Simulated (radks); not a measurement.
Results of a calculation; reference values are marked as such.
Problem. Species: W6+. Configuration: [Xe] 4f14. Level of theory: Dirac Kohn-Sham, PBE, spin-unpolarised, spherical densities, finite nucleus; Fermi nuclear charge, rms radius 5.3658 fm (a radial shooting solver on a logarithmic mesh with Libxc functionals). Some entries of the table are withheld. Estimate them.

orbital,occ.,eigenvalue (Ry),<r> (bohr)
1s1/2,2,(1),0.01835
2s1/2,2,-885.1346,0.07695
2p1/2,2,-846.8601,0.06365
2p3/2,4,-747.4392,0.07161
3s1/2,2,-208.1478,0.2006
3p1/2,2,-191.0612,(2)
3p3/2,4,-169.5600,(3)
3d3/2,4,(4),0.1796
3d5/2,6,(5),0.1842
4s1/2,2,-47.37569,0.4495
4p1/2,2,-40.28109,0.4546
4p3/2,4,-35.29989,0.4878
4d3/2,4,-23.63317,0.5047
4d5/2,6,-22.71511,0.5160
5s1/2,2,(6),1.047
5p1/2,2,-9.09380,1.134
5p3/2,4,-8.29915,1.216
4f5/2,6,-8.10472,0.5954
4f7/2,8,-7.93857,0.6041
5d3/2,0,-5.27367,(7)
5d5/2,0,-5.17477,(8)
6s1/2,0,-4.40217,2.223

Solution. 
(1) 1s1/2 eigenvalue (Ry): -5104.388
(2) 3p1/2 <r> (bohr): 0.1905
(3) 3p3/2 <r> (bohr): 0.2053
(4) 3d3/2 eigenvalue (Ry): -140.7309
(5) 3d5/2 eigenvalue (Ry): -136.0541
(6) 5s1/2 eigenvalue (Ry): -11.26536
(7) 5d3/2 <r> (bohr): 1.510
(8) 5d5/2 <r> (bohr): 1.539
